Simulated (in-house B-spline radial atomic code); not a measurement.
# Ionising Sb6+ with different functionals

Computed with a radial B-spline atomic code at the basis-set limit: non-relativistic Hamiltonian, point nucleus, spin-polarised at highest spin, spherical fractional occupations for the functionals, the average over the highest-spin determinants for Hartree-Fock. The ionisation energy is the difference of two self-consistent energies, [Kr] 4d9 → [Kr] 4d8, without Breit or QED terms; ε is the level of the shell that loses the electron (its least bound occupied spin orbital). There is no spin-orbit coupling in this Hamiltonian.

Hybrids are left out here: with spherical fractional occupations of an open shell their exact exchange keeps a self-interaction that integer-occupation calculations don't have.

```tsv
method	rung	ΔSCF (eV)	-ε(4d) (eV)
Hartree-Fock	Hartree-Fock	?	?
LDA VWN5	LDA	121.30	110.88
LDA PW92	LDA	121.29	110.87
LDA exchange-only	LDA	119.19	108.84
PBE	GGA	121.06	110.66
PBEsol	GGA	121.03	110.62
BLYP	GGA	120.84	110.45
RPBE	GGA	121.01	110.61
PW91	GGA	121.17	110.77
BP86	GGA	121.13	110.73
AM05	GGA	?	?
OLYP	GGA	121.51	111.10
TPSS	meta-GGA	121.02	110.64
SCAN	meta-GGA	121.37	111.09
r2SCAN	meta-GGA	121.43	111.16
M06-L	meta-GGA	121.45	111.13
revTPSS	meta-GGA	120.95	110.57
```

Question: What does Hartree-Fock give?

Answer: ΔSCF 119.71 eV, and -ε(4d) = 121.33 eV.

Question: What does AM05 give?

Answer: ΔSCF 121.06 eV, and -ε(4d) = 110.65 eV.

Question: How do they compare with the NIST value?

Answer: NIST lists 117 eV ± 2 (tabulated theory, ground level to ground level). Errors run from +2.19 to +4.51 eV. The correlated functionals all miss on the same side by more than they spread, so the cause is common to them (relativity, Breit-QED terms, multiplet and fine-structure energies, or a listed next ion that isn't the cheapest removal here) and closeness doesn't rank the functionals. Hartree-Fock also lacks correlation.
